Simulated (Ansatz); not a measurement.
CHBr₂, SMILES `Br[CH]Br` radical. The species carries charge 0 and has multiplicity 2. The geometry is a stationary point of PBE0-D4/def2-TZVP.

```xyz
4

Br   -1.737    0.135   -0.222
C     0.106    0.180   -0.106
Br    0.975   -0.523    1.364
H     0.656    0.207   -1.036
```

Problem. What is the dipole moment at ωB97M-V/def2-TZVPP? (Best estimate.)

Solution. Computed: 0.75 D, with components (0.36, -0.06, -0.65) D in this frame, pointing from negative to positive charge.

Problem. And with PBE, r2SCAN, B3LYP? (Best estimate.)

Solution. Ansatz gave: PBE 0.66 D, r2SCAN 0.78 D, B3LYP 0.73 D.

Problem. Give the Mulliken charges with ωB97M-V, B3LYP, r2SCAN in def2-TZVPP. (Estimate.)

Solution. The calculation gave: 
| atom | ωB97M-V | B3LYP | r2SCAN |
| --- | --- | --- | --- |
| Br1 | 0.03 | 0.02 | 0.01 |
| C2 | -0.22 | -0.19 | -0.14 |
| Br3 | 0.03 | 0.02 | 0.01 |
| H4 | 0.15 | 0.15 | 0.12 |

B3LYP here is the variant with VWN-RPA as its local correlation; programs differ in this.
